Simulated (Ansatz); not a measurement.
Cost and result for the atomization energy of C$_{4}$H$_{7}$AlO (13 atoms, 14 bonds).

```xyz
13

Al    1.3768    0.4600    1.3522
C     0.8945   -0.7750   -0.0933
C     0.3560   -0.2530   -1.3523
C    -0.8804    0.2189   -1.2288
C    -1.3750    0.0461    0.1696
O    -0.2424   -0.4972    0.8790
H     1.1872    2.0016    1.0284
H     1.9980   -0.0856    2.7043
H     1.1080   -1.8454   -0.0841
H     0.9335   -0.2608   -2.2677
H    -1.4793    0.6635   -2.0113
H    -2.2148   -0.6566    0.2489
H    -1.6621    0.9835    0.6550
```

Charge 0, multiplicity 1. The bonds changed during the relaxation, so this is another structure than the one it started from. The structure was optimised at the PBE0-D4/def2-TZVP level. Program: Ansatz. All runs use 4 threads of an Arm Neoverse V1 on a shared host. Times are those of one run each, without the atoms' runs, and a repeat can differ threefold. Electronic energies, without spin–orbit coupling; frozen cores. CCSD(T)/CBS adds CCSD(T) − MP2 in def2-TZVPP to the MP2 limit, and its time is that of the two runs behind it. T1 = 0.012. B3LYP takes the VWN-RPA correlation (the form of Gaussian; ORCA's B3LYP/G).

CCSD(T)/CBS is a level of theory with its own doubt, some kJ/mol a heavy atom from the limit and from the frozen cores, so smaller differences don't rank the functionals.

| level | functions | wall time | atomization (kcal/mol) | difference from CCSD(T)/CBS | per bond |
| --- | --- | --- | --- | --- | --- |
| PBE-D4/def2-TZVPP (with forces) | 295 | 3.7 s | 1253.9 | 31.6 | 2.3 |
| PBE0-D4/def2-TZVPP | 295 | 4.2 s | 1230.9 | 8.6 | 0.6 |
| r2SCAN-D4/def2-TZVPP (with forces) | 295 | 7 s | 1229.6 | 7.3 | 0.5 |
| B3LYP-D4/def2-TZVPP (with forces) | 295 | 7 s | 1221.0 | -1.3 | -0.1 |
| B2PLYP/def2-TZVPP | 295 | 8.5 s | 1209.0 | -13.3 | -0.9 |
| ωB97X-V/def2-TZVPP | 295 | 11 s | 1226.4 | 4.1 | 0.3 |
| ωB97M-V/def2-TZVPP (with forces) | 295 | 16 s | 1227.0 | 4.7 | 0.3 |
| MP2/def2-QZVPP | 565 | 41 s | 1234.1 | 11.8 | 0.8 |
| CCSD(T)/def2-TZVPP | 295 | 13 min | 1191.9 | -30.4 | -2.2 |
| CCSD(T)/CBS(def2) | – | 14 min | 1222.3 | 0.0 | 0.0 |

In def2-TZVPP, CCSD(T) changes the Hartree–Fock value by +304.4 kcal/mol (the triples alone add +20.5 kcal/mol) and MP2 by +328.6 kcal/mol; breaking electron pairs costs correlation energy, which Hartree–Fock lacks. The D4 term adds +11.8 kcal/mol with B3LYP and +6.2 kcal/mol with PBE0; it sums over pairs of atoms, weighted by their polarisabilities, and B3LYP, whose exchange is more repulsive, gets the larger term. From PBE to PBE0 (25 % exact exchange), in def2-TZVPP and without D4, the atomization energy moves by −21.8 kcal/mol: exact exchange takes away binding that semilocal exchange gives to molecules.
